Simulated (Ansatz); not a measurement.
Consider the ligand exchange at a B–O bond: `OBCl` + `O[SiH2][SiH3]` → `[SiH3][SiH2]OBCl` + H₂O.

Isolated molecules relaxed with PBE0-D4/def2-TZVP in Ansatz; ΔE leaves out vibrations. CCSD(T)/CBS adds triple-zeta CCSD(T) − MP2 to the extrapolated MP2 energy (def2 sets, frozen cores). This one scheme is used for every species. DFT in def2-TZVPP. One conformer a species, not always the lowest.

```json
{"species": "`OBCl`", "PBE energy (Eh)": "-561.31206"}
{"species": "`O[SiH2][SiH3]`", "PBE energy (Eh)": "-657.50599"}
{"species": "`[SiH3][SiH2]OBCl`", "PBE energy (Eh)": "-1142.43404"}
{"species": "H₂O", "PBE energy (Eh)": "-76.38007"}
```

Task: Work out ΔE.

Result: ΔE = (-1142.43404) + (-76.38007) − (-561.31206) − (-657.50599) = 0.00394 Eh = +10.3 kJ/mol. CCSD(T)/CBS gives -1.7 kJ/mol.

Largest T1 diagnostic among the species: 0.013.

In def2-TZVPP, CCSD(T) changes the Hartree–Fock value by −4.1 kJ/mol (the triples alone add −0.4 kJ/mol) and MP2 by −4.4 kJ/mol. The D4 term adds −7.3 kJ/mol with B3LYP and −4.3 kJ/mol with PBE0; it sums over pairs of atoms, weighted by their polarisabilities, and B3LYP, whose exchange is more repulsive, gets the larger term.

B3LYP here is the variant with VWN-RPA as its local correlation; programs differ in this.
